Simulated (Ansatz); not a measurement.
C$_{6}$H$_{13}$O, doublet, at a GFN2-xTB geometry; MP2/STO-3G in Ansatz (a program for electronic structure).

Ansatz was given this input:
Ansatz 0.2 input:
```yaml
crystal:
  periodic: [false, false, false]
  atoms:
    - {symbol: C, position_ang: [-2.13401126, -1.15750947, 0.89014235]}
    - {symbol: C, position_ang: [-1.01991769, -0.58716968, 0.01233565]}
    - {symbol: C, position_ang: [-1.60292900, 0.46154716, -0.96106109]}
    - {symbol: C, position_ang: [0.04985495, 0.02042341, 0.83743466]}
    - {symbol: C, position_ang: [1.42337374, 0.31101235, 0.34457205]}
    - {symbol: C, position_ang: [1.96300372, -0.69874433, -0.66265601]}
    - {symbol: O, position_ang: [1.47385920, 1.59557992, -0.30265404]}
    - {symbol: H, position_ang: [-2.58626910, -0.37155628, 1.49133412]}
    - {symbol: H, position_ang: [-1.73886860, -1.91818758, 1.55937170]}
    - {symbol: H, position_ang: [-2.90898146, -1.60755191, 0.27401043]}
    - {symbol: H, position_ang: [-0.60014975, -1.39612906, -0.59501737]}
    - {symbol: H, position_ang: [-2.08518019, 1.26142492, -0.40337419]}
    - {symbol: H, position_ang: [-0.81171411, 0.89063049, -1.56986026]}
    - {symbol: H, position_ang: [-2.33956438, -0.00333957, -1.61238938]}
    - {symbol: H, position_ang: [-0.24573898, 0.49972992, 1.75916002]}
    - {symbol: H, position_ang: [2.10543560, 0.34767732, 1.21355023]}
    - {symbol: H, position_ang: [1.37670832, -0.66517776, -1.57580281]}
    - {symbol: H, position_ang: [1.93362914, -1.70003459, -0.24220522]}
    - {symbol: H, position_ang: [2.98969439, -0.44243316, -0.90852479]}
    - {symbol: H, position_ang: [1.04387866, 2.24295108, 0.26637435]}
basis:
  gaussian:
    orbitals: STO-3G
magnetization: {spin_polarized: true, initial_magnetization: 1}
correlation: {method: mp2, electrons: outside_noble_gas}
accuracy: high
```

Q: Write the output that Ansatz gives for this input, abridged.

A: 
```
Functional definition: HF
1132 factors; integrals over basis functions are off by at most 4.7e-9 eV
mean field evaluation 1: about -8318.2124 eV, gradient 1.9e1 eV
mean field evaluation 2: about -8318.7068 eV, gradient 1.9e1 eV
mean field evaluation 4: about -8321.4886 eV, gradient 1.7e0 eV
mean field evaluation 8: about -8321.5271 eV, gradient 9.4e-5 eV
mean field -8321.52406720 eV, -305.8103689379 hartree, gradient 1.6e-8 eV, S^2 0.767018; 0 other end points of the search recorded, 0 dependent functions left out
7 core orbitals not correlated
reference -8321.52406720 eV, -305.8103689379 hartree; 22, 21 occupied and 19, 20 virtual orbitals, 1132 factors
second order -8.79654785 eV of doubles, -0.00000000 eV of singles
Total energy: -8330.32061505 eV, -306.1336361090 hartree
```
